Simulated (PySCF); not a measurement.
**Correlation energy of Zn¹²⁺ (zinc, charge +12)**

[Ar], closed-shell 1S. Computed with PySCF 2.14 in an even-tempered Gaussian basis (17 s from 0.81 bohr⁻², ratio 2.5; 11 p from 1.1 bohr⁻², ratio 2.5; 5 d from 7 bohr⁻², ratio 2.7; 4 f from 11 bohr⁻², ratio 2.7), with the non-relativistic Hamiltonian (point nucleus). Frozen: 1s2; 16 electrons correlated; the 17 highest virtual orbitals of each spin left out.

MP2 pair energies summed by pair of shells (mhartree):

| pair | energy | share (%) |
| --- | --- | --- |
| 2p-2p | -181.91 | 31.2 |
| 3p-3p | -163.04 | 27.9 |
| 2p-3p | -94.30 | 16.2 |
| 2s-2p | -52.94 | 9.1 |
| 3s-3p | -33.65 | 5.8 |
| 2s-3p | -17.66 | 3.0 |
| 2p-3s | -16.41 | 2.8 |
| 2s-2s | -10.05 | 1.7 |
| 3s-3s | -8.54 | 1.5 |
| 2s-3s | -4.88 | 0.8 |

Total MP2 correlation energy: -583.39 mhartree.

Same-spin part -163.08 and opposite-spin part -420.31 mhartree; SCS-MP2 scales them by 1/3 and 6/5 to -558.73 mhartree.
